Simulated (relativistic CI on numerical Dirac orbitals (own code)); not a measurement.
Crystal-field levels of Er3+, 4f11

Calculated by Dirac-Coulomb-Breit CI, orbitals from a KLI potential per configuration, model QED (radiative potential, 1s self-energy scaled to tabulated hydrogen-like ionisation energies), valence Slater integrals scaled by 0.7, one configuration in a parametric crystal field (own radial code).

Field parameters in Wybourne normalisation; cubic f-shell fields have B⁴₄ = √(5/14) B⁴₀ and B⁶₄ = −√(7/2) B⁶₀. The field is a parameter set, without covalency.

S is read from ⟨S²⟩ = S(S + 1).

Levels (cm⁻¹, degeneracy): 0 (2), 69 (4), 136 (4), 234 (2), 343 (4), 6574 (2), 6586 (2), 6594 (4), 6691 (4), 6736 (2), 9619 (2), 9620 (4).

(1) Which field gives this pattern?
A. Oh, B40 = 880, B60 = 300 cm⁻¹
B. Oh, B40 = 490, B60 = 300 cm⁻¹
C. Oh, B40 = -2690, B60 = 440 cm⁻¹

## Answers

(1) A. Oh, B40 = 880, B60 = 300 cm⁻¹, ground level with S = 1.47.
